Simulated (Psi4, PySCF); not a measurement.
Interaction energy of BCl3 ··· H3Al (SMILES ClB(Cl)Cl and [AlH3]). Monomers: optimised at B3LYP-D3(BJ) (def2-TZVP), held rigid. Orientation: lowest of the rigid-body minima from ten starts at GFN2-xTB (searched outside a hard wall at short contacts). R is the distance of the centres of mass, along which the second monomer moves. The shortest distances reach bonding range, where SAPT0 and rigid monomers are unreliable. The table gives interaction energies.

```json
[
 {"R / Å": "2.81", "A": "147.51", "B": "252.53", "C": "279.41"},
 {"R / Å": "2.96", "A": "74.52", "B": "156.69", "C": "171.75"},
 {"R / Å": "3.19", "A": "15.35", "B": "71.39", "C": "75.12"},
 {"R / Å": "3.36", "A": "-4.11", "B": "37.89", "C": "37.23"},
 {"R / Å": "3.62", "A": "-14.21", "B": "12.50", "C": "9.15"},
 {"R / Å": "3.90", "A": "-13.88", "B": "2.12", "C": "-1.41"},
 {"R / Å": "4.17", "A": "-10.60", "B": "-1.17", "C": "-4.02"},
 {"R / Å": "4.65", "A": "-5.46", "B": "-1.96", "C": "-3.56"},
 {"R / Å": "5.43", "A": "-1.75", "B": "-1.00", "C": "-1.66"},
 {"R / Å": "6.41", "A": "-0.42", "B": "-0.33", "C": "-0.64"},
 {"R / Å": "7.72", "A": "-0.06", "B": "-0.09", "C": "-0.15"}
]
```

Energies in kJ/mol.

Q: Which curve belongs to which method? The methods are HF/aug-cc-pVDZ, counterpoise-corrected in Psi4; PBE0/def2-TZVP, counterpoise-corrected (Psi4); restricted B3LYP/LANL2DZ, with its core potentials past Ne, no counterpoise correction in PySCF.

A: A is PBE0/def2-TZVP; B is HF/aug-cc-pVDZ; C is RKS-B3LYP/LANL2DZ.
